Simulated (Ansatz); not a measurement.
Relaxation of BFH$_{4}$OSi (8 atoms, charge 0, multiplicity 1), to a largest force component of 0.02 eV/Å in at most 50 steps.

These are results of Ansatz, RKS PBE0/def2-SVP, not measurements.

```xyz
8
Properties=species:S:1:pos:R:3:forces:R:3
O 1.647 0.969 -0.301 -1.49 -2.49 -1.63
B 0.857 -0.214 -0.021 7.15 -1.53 -0.05
F 1.518 -1.477 0.007 -1.48 2.97 -0.63
Si -0.972 -0.123 0.326 -30.58 -10.96 21.60
H 1.557 1.096 -1.316 0.20 0.04 2.55
H -1.295 0.741 1.496 0.62 1.05 -0.32
H -1.709 0.423 -0.840 -0.31 -0.59 -0.21
H -0.245 0.120 -0.231 25.89 11.51 -21.31
```

Task: Where does it end, and by what steps?

Result: The forces met the threshold. After 28 steps the energy has fallen by 11.925 eV; H5 moved furthest, 1.93 Å. The start is strongly strained (largest force component 31 eV/Å), so its close contacts needn't be bonds. Parted: B2–H8.

```json
{"step": "0", "energy less start (eV)": "0.0000", "largest force component (eV/Å)": "30.581", "accepted": "yes"}
{"step": "1", "energy less start (eV)": "-6.0619", "largest force component (eV/Å)": "10.807", "accepted": "yes"}
{"step": "2", "energy less start (eV)": "-8.6558", "largest force component (eV/Å)": "3.453", "accepted": "yes"}
{"step": "3", "energy less start (eV)": "-9.5173", "largest force component (eV/Å)": "1.148", "accepted": "yes"}
{"step": "4", "energy less start (eV)": "-9.8696", "largest force component (eV/Å)": "1.056", "accepted": "yes"}
{"step": "5", "energy less start (eV)": "-10.1544", "largest force component (eV/Å)": "1.026", "accepted": "yes"}
{"step": "6", "energy less start (eV)": "-10.3153", "largest force component (eV/Å)": "0.874", "accepted": "yes"}
{"step": "7", "energy less start (eV)": "-10.4576", "largest force component (eV/Å)": "0.750", "accepted": "yes"}
{"step": "8", "energy less start (eV)": "-10.5927", "largest force component (eV/Å)": "0.775", "accepted": "yes"}
{"step": "9", "energy less start (eV)": "-10.7237", "largest force component (eV/Å)": "0.673", "accepted": "yes"}
{"step": "10", "energy less start (eV)": "-10.7072", "largest force component (eV/Å)": "3.012", "accepted": "no"}
{"step": "11", "energy less start (eV)": "-10.8307", "largest force component (eV/Å)": "0.704", "accepted": "yes"}
{"step": "12", "energy less start (eV)": "-10.9654", "largest force component (eV/Å)": "0.881", "accepted": "yes"}
{"step": "13", "energy less start (eV)": "-11.1861", "largest force component (eV/Å)": "0.933", "accepted": "yes"}
{"step": "14", "energy less start (eV)": "-11.4437", "largest force component (eV/Å)": "0.615", "accepted": "yes"}
{"step": "15", "energy less start (eV)": "-11.6631", "largest force component (eV/Å)": "0.483", "accepted": "yes"}
{"step": "16", "energy less start (eV)": "-11.8094", "largest force component (eV/Å)": "0.346", "accepted": "yes"}
{"step": "17", "energy less start (eV)": "-11.8936", "largest force component (eV/Å)": "0.221", "accepted": "yes"}
{"step": "18", "energy less start (eV)": "-11.8860", "largest force component (eV/Å)": "0.848", "accepted": "no"}
{"step": "19", "energy less start (eV)": "-11.9158", "largest force component (eV/Å)": "0.159", "accepted": "yes"}
{"step": "20", "energy less start (eV)": "-11.9207", "largest force component (eV/Å)": "0.075", "accepted": "yes"}
{"step": "21", "energy less start (eV)": "-11.9221", "largest force component (eV/Å)": "0.073", "accepted": "yes"}
{"step": "22", "energy less start (eV)": "-11.9230", "largest force component (eV/Å)": "0.065", "accepted": "yes"}
{"step": "23", "energy less start (eV)": "-11.9234", "largest force component (eV/Å)": "0.105", "accepted": "yes"}
{"step": "24", "energy less start (eV)": "-11.9239", "largest force component (eV/Å)": "0.073", "accepted": "yes"}
{"step": "25", "energy less start (eV)": "-11.9242", "largest force component (eV/Å)": "0.044", "accepted": "yes"}
{"step": "26", "energy less start (eV)": "-11.9244", "largest force component (eV/Å)": "0.034", "accepted": "yes"}
{"step": "27", "energy less start (eV)": "-11.9245", "largest force component (eV/Å)": "0.030", "accepted": "yes"}
{"step": "28", "energy less start (eV)": "-11.9245", "largest force component (eV/Å)": "0.012", "accepted": "yes"}
```

```xyz
8
Properties=species:S:1:pos:R:3
O 2.111 0.468 0.205
B 1.082 -0.276 -0.243
F 1.401 -1.456 -0.766
Si -0.886 0.266 -0.176
H 1.842 1.313 0.575
H -1.047 1.618 0.452
H -1.678 -0.717 0.627
H -1.466 0.320 -1.554
```

Whether the end is a true minimum wasn't checked by a vibrational analysis.

Run time: 92 s on 1 thread of Arm Neoverse V1 (shared host), peak memory 0.14 GiB.
